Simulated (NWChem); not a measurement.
System: C2H5ClOSi; SMILES O=CC[SiH2]Cl

```xyz
10

O      0.5849    -2.7054     0.4105
C      0.5756    -1.7539    -0.3235
C     -0.6578    -0.9907    -0.7022
Si    -0.8914     0.6025     0.2837
Cl     0.7211     1.8575    -0.0620
H      1.5266    -1.3562    -0.7629
H     -0.6252    -0.7042    -1.7668
H     -1.5459    -1.6167    -0.5117
H     -0.9583     0.3138     1.7408
H     -2.1297     1.2873    -0.1784
```
Atoms are numbered in this order, from 1.

Program: NWChem. All runs use the structure optimised with PBE0/def2-SVP. Level: PBE0/def2-SVP with SMD (1 M gas to 1 M solution), gas-phase geometry. Reactions with the solvent are ignored.

| solvent | dielectric constant | solvation free energy (kcal/mol) | cavity-dispersion-structure term (kcal/mol) | dipole in solution (D) |
|---|---|---|---|---|
| water | 78.4 | -3.0 | 4.0 | 3.25 |
| toluene | 2.37 | -4.9 | -2.3 | 2.67 |
| anisole | 4.22 | -5.3 | -1.8 | 2.78 |
| 1-octanol | 9.86 | -5.2 | (withheld) | (withheld) |

Some entries are withheld; supply them.


- 1-octanol, cavity-dispersion-structure term (kcal/mol): 0.7
- 1-octanol, dipole in solution (D): 3.09
